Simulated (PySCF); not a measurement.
CH$_{3}$O, charge +1, singlet, geometry from GFN2-xTB. Base run: PySCF with R2SCAN/def2-TZVP.

PySCF was given this input:
```python
from pyscf import gto, scf, dft

mol = gto.Mole()
mol.atom = '''
    O    -0.103649   -0.129330    0.589891
    C     0.111729    0.040165   -0.600830
    H     0.141939    1.016085   -1.104047
    H     0.288384   -0.857768   -1.211331
    H    -0.271502    0.635328    1.201233
'''
mol.basis = 'def2-tzvp'
mol.charge = 1
mol.spin = 0
mol.verbose = 4
mol.build()

mf = dft.RKS(mol)
mf.xc = 'r2scan'
mf.kernel()
```

Each row names what was changed in the base input (with any setting that the change needs).

```json
[
 {"change": "base", "E (Eh)": "-114.76574", "HOMO (eV)": "-16.88", "HOMO-LUMO gap (eV)": "6.05", "core-seconds (rough)": "5", "outcome": "converged"},
 {"change": "functional = m11", "E (Eh)": "-", "HOMO (eV)": "-", "HOMO-LUMO gap (eV)": "-", "core-seconds (rough)": "-", "outcome": "input refused"},
 {"change": "functional = b3lyp5", "E (Eh)": "-114.77486", "HOMO (eV)": "-17.90", "HOMO-LUMO gap (eV)": "7.84", "core-seconds (rough)": "5", "outcome": "converged"},
 {"change": "functional = pw91,pw91", "E (Eh)": "?", "HOMO (eV)": "?", "HOMO-LUMO gap (eV)": "?", "core-seconds (rough)": "4", "outcome": "converged"},
 {"change": "functional = pbe", "E (Eh)": "-114.69664", "HOMO (eV)": "-16.53", "HOMO-LUMO gap (eV)": "5.36", "core-seconds (rough)": "4", "outcome": "converged"},
 {"change": "functional = b97-1", "E (Eh)": "-114.79873", "HOMO (eV)": "-17.93", "HOMO-LUMO gap (eV)": "7.98", "core-seconds (rough)": "3", "outcome": "converged"},
 {"change": "functional = wb97m_v", "E (Eh)": "?", "HOMO (eV)": "?", "HOMO-LUMO gap (eV)": "?", "core-seconds (rough)": "80", "outcome": "converged"},
 {"change": "functional = mn15", "E (Eh)": "-114.70472", "HOMO (eV)": "-19.02", "HOMO-LUMO gap (eV)": "9.96", "core-seconds (rough)": "5", "outcome": "converged"},
 {"change": "functional = tpssh", "E (Eh)": "-114.83572", "HOMO (eV)": "-17.39", "HOMO-LUMO gap (eV)": "7.01", "core-seconds (rough)": "5", "outcome": "converged"},
 {"change": "functional = x3lyp", "E (Eh)": "-114.78667", "HOMO (eV)": "-18.06", "HOMO-LUMO gap (eV)": "8.04", "core-seconds (rough)": "4", "outcome": "converged"},
 {"change": "functional = pbe0; dispersion = d3bjm", "E (Eh)": "?", "HOMO (eV)": "?", "HOMO-LUMO gap (eV)": "?", "core-seconds (rough)": "3", "outcome": "converged"},
 {"change": "functional = lc_wpbe", "E (Eh)": "-114.75924", "HOMO (eV)": "-21.10", "HOMO-LUMO gap (eV)": "13.93", "core-seconds (rough)": "9", "outcome": "converged"},
 {"change": "functional = pbe; dispersion = d3bj", "E (Eh)": "-114.69813", "HOMO (eV)": "-16.53", "HOMO-LUMO gap (eV)": "5.36", "core-seconds (rough)": "4", "outcome": "converged"}
]
```

Problem. Fill in the missing entries.

Solution. 
- functional = pw91,pw91, E (Eh): -114.78792
- functional = pw91,pw91, HOMO (eV): -16.60
- functional = pw91,pw91, HOMO-LUMO gap (eV): 5.37
- functional = wb97m_v, E (Eh): -114.78574
- functional = wb97m_v, HOMO (eV): -20.61
- functional = wb97m_v, HOMO-LUMO gap (eV): 13.26
- functional = pbe0; dispersion = d3bjm, E (Eh): -114.70208
- functional = pbe0; dispersion = d3bjm, HOMO (eV): -18.22
- functional = pbe0; dispersion = d3bjm, HOMO-LUMO gap (eV): 8.39

Totals shift with the method and basis; they matter in differences.

- functional = m11: ended with `KeyError: "LibXCFunctional: name 'M11' not found."`
